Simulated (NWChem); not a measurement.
System: H$_{3}$O cation; SMILES [OH3+]

All runs: NWChem. Pople sets run with spherical d functions. Geometry: optimised at B3LYP/6-31G* (spherical d). Total energies compare along this basis series because the functional is fixed.

| level | basis functions | energy (Ha) | highest occupied level (eV) | orbital gap (eV) |
|---|---|---|---|---|
| PBE/STO-3G | 8 | -75.5988 | -16.36 | 11.39 |
| PBE/3-21G | 15 | -76.1892 | … | … |
| PBE/6-31G* | 20 | -76.6016 | -18.44 | 10.55 |
| PBE/6-31+G* | 24 | -76.6042 | -18.61 | 10.55 |
| PBE/6-311G** | 36 | -76.6434 | -18.49 | 10.35 |
| PBE/6-311++G** | 43 | -76.6449 | -18.61 | 10.31 |

Problem. What belongs in the gaps?

Solution. 
- PBE/3-21G, highest occupied level (eV): -17.80
- PBE/3-21G, orbital gap (eV): 10.12
